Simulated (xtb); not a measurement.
phosphorus nitride (NP), singlet, from a rough starting geometry; GFN2-xTB in xtb.

Here is a job for xtb.
```
$ xtb mol.xyz --gfn 2 --opt vtight --json

# file mol.xyz
2

N      0.73667214     0.04389029    -0.03046006
P     -0.76239884     0.00820046    -0.03509950
```

**Question.** Write the output that xtb gives for this input, abridged.

**Answer.** 
```
   ID    Z sym.   atoms
    1    7 N      1
    2   15 P      2

           -------------------------------------------------
          |                Calculation Setup                |
           -------------------------------------------------

           -------------------------------------------------
          |                 G F N 2 - x T B                 |
           -------------------------------------------------

          ...................................................
          :                      SETUP                      :
          :.................................................:
          :  # basis functions                  14          :
          :  # atomic orbitals                  13          :
          :  # shells                            5          :
          :  # electrons                        10          :
          :  max. iterations                   250          :
          :  Hamiltonian                  GFN2-xTB          :
          :  restarted?                      false          :
          :  GBSA solvation                  false          :
          :  PC potential                    false          :
          :  electronic temp.          300.0000000     K    :
          :  accuracy                    1.0000000          :
          :  -> integral cutoff          0.2500000E+02      :
          :  -> integral neglect         0.1000000E-07      :
          :  -> SCF convergence          0.1000000E-05 Eh   :
          :  -> wf. convergence          0.1000000E-03 e    :
          :  Broyden damping             0.4000000          :
          :  net charge                          0          :
          :  unpaired electrons                  0          :
          ...................................................

 iter      E             dE          RMSdq      gap      omega  full diag
   1     -5.3297240 -0.532972E+01  0.234E+01    4.30       0.0  T
   2     -5.2981543  0.315698E-01  0.121E+01    3.05       1.0  T
   3     -5.3347403 -0.365861E-01  0.149E+01    3.87       1.0  T
   4     -5.4393489 -0.104609E+00  0.142E+00    3.04       1.0  T
   5     -5.4394019 -0.530091E-04  0.117E+00    3.04       1.0  T
   6     -5.4394873 -0.853635E-04  0.172E-01    3.07       1.0  T
   7     -5.4394858  0.149749E-05  0.153E-01    3.06       1.0  T
   8     -5.4395095 -0.237141E-04  0.427E-02    3.07       1.7  T
   9     -5.4395108 -0.133212E-05  0.102E-02    3.06       6.9  T
[...]
         :: total energy              -5.390767368627 Eh    ::
 * total energy  :    -5.3907674 Eh     change       -0.3286260E-13 Eh
 * total energy  :    -5.3931216 Eh     change       -0.2354278E-02 Eh
 * total energy  :    -5.3932955 Eh     change       -0.1738705E-03 Eh
 * total energy  :    -5.3933001 Eh     change       -0.4588492E-05 Eh
 * total energy  :    -5.3933001 Eh     change       -0.4980072E-08 Eh
   *** GEOMETRY OPTIMIZATION CONVERGED AFTER 5 ITERATIONS ***
         :: total energy              -5.393300110668 Eh    ::
[...]
         6                         -0.2932221              -7.9790 (LUMO)
         7                         -0.2932221              -7.9790
         8                         -0.0557765              -1.5178
         9                         -0.0239562              -0.6519
        10                         -0.0239562              -0.6519
        11                          0.1437275               3.9110
        12                          0.1437275               3.9110
        13                          0.9944795              27.0612
      -------------------------------------------------------------
                  HL-Gap            0.1183528 Eh            3.2205 eV
             Fermi-level           -0.3523985 Eh           -9.5893 eV

     #   Z          covCN         q      C6AA      α(0)
     1   7 N        0.861    -0.171    24.981     7.256
     2  15 P        0.861     0.171   178.516    24.832

 Mol. C6AA /au·bohr⁶  :        332.742783
 Mol. C8AA /au·bohr⁸  :      14959.202095
 Mol. α(0) /au        :         32.088003

Wiberg/Mayer (AO) data.
largest (>0.10) Wiberg bond orders for each atom

 ---------------------------------------------------------------------------
     #   Z sym  total        # sym  WBO       # sym  WBO       # sym  WBO
 ---------------------------------------------------------------------------
     1   7 N    3.142 --     2 P    3.142
     2  15 P    3.142 --     1 N    3.142
 ---------------------------------------------------------------------------

Topologies differ in total number of bonds
Writing topology from bond orders to xtbtopo.mol

molecular dipole:
                 x           y           z       tot (Debye)
 q only:       -0.472      -0.011      -0.001
   full:       -0.745      -0.018      -0.002       1.895
molecular quadrupole (traceless):
                xx          xy          yy          xz          yz          zz
 q only:        0.023      -0.034      -0.013       0.044       0.001      -0.011
  q+dip:        0.545      -0.036      -0.274       0.072       0.002      -0.271
   full:       -2.039      -0.129       1.017       0.060       0.001       1.022

optimized geometry written to: xtbopt.xyz

           -------------------------------------------------
          | TOTAL ENERGY               -5.393300110668 Eh   |
          | GRADIENT NORM               0.000077314239 Eh/α |
          | HOMO-LUMO GAP               3.220544695563 eV   |
           -------------------------------------------------
```
